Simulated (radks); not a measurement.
Values are calculated unless marked as measured or tabulated.
The vanadium ion V6+ is in [Ne] 3s2 3p(1/2: 2, 3/2: 3). Level of theory: Dirac Kohn-Sham, PBE, spin-unpolarised, spherical densities, finite nucleus; Fermi nuclear charge, rms radius of each element as measured or else 0.836 A^(1/3) + 0.57 fm (a radial shooting solver on a logarithmic mesh with Libxc functionals). Sub-shells are occupied by j as written (lower j first in brackets). One electron is removed from 3s1/2, 2p3/2, 3p1/2, 3p3/2 in turn, with full relaxation. Which removal costs least, and what does each cost?

Answer. 3p3/2 151.88 eV; 3p1/2 152.97 eV; 3s1/2 180.10 eV; 2p3/2 646.05 eV. The 3p3/2 electron leaves first.
